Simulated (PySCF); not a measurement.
Species: C5H5F3.
InChI=1S/C5H5F3/c1-2-3(6)5(8)4(2)7/h3-5H,1H2/t3-,4+,5-

Computed with PySCF, TDDFT CAM-B3LYP/def2-SVPD, vertical, gas phase, core orbitals frozen in the response. One conformer (not necessarily the lowest) at the GFN2-xTB geometry, without solvent, vibrations or thermal averaging.

Task: What does the calculation give for the low-lying excited states?

Result: 

```csv
state,E (eV),λ (nm),ν̃ (cm⁻¹),f,symmetry,"main configurations (H = HOMO, L = LUMO)"
S1,6.62,187.3,53400,0.264,A′,H→L (89%)
S2,6.74,184.1,54320,0.0004,–,H-2→L (94%)
S3,6.92,179.1,55820,0.0020,A″,H-1→L (95%)
S4,7.31,169.6,58950,0.038,A′,H-3→L (86%)
S5,8.17,151.8,65890,0.085,A′,"H→L+1 (76%), H→L+2 (18%)"
S6,8.52,145.5,68720,0.034,A′,"H→L+2 (73%), H→L+1 (15%)"
S7,8.92,139.0,71920,0.027,A″,"H→L+3 (76%), H-1→L+1 (15%)"
S8,9.00,137.7,72600,0.016,A′,"H-4→L (82%), H-1→L+3 (10%)"
```

Triplets (Tamm–Dancoff): T1 4.14 eV, H→L (83%); T2 6.32 eV, H-2→L (76%), H-1→L (17%); T3 6.64 eV, H-1→L (76%), H-2→L (17%).

The lowest singlet comes at 187 nm (639 kJ/mol) in the vacuum ultraviolet; it is strong; its leading configuration is HOMO→LUMO (89%). The lowest level is also the most intense of those listed (f = 0.264). Löwdin shares by element: HOMO carbon 82% or more (atoms not listed hold the other 19%); LUMO carbon 62% or more (atoms not listed hold the other 38%). The oscillator strengths of these states sum to 0.466; summed over the whole spectrum of an exact calculation they would give the number of electrons, 62 (Thomas–Reiche–Kuhn). The listed states span 2.38 eV, and the widest gap between neighbours is 0.86 eV (S4 to S5). Weighted by f, the mean energy of these states is 7.31 eV. Symmetry labels in Cs follow from the direction of the transition dipole and are given only for states with f of 0.002 or more. The window holds the lowest 8 singlets.

On Intel Xeon at 2.50 GHz, one thread, shared host, this took 1.7 min of wall time and 0.93 GiB of memory at its peak.
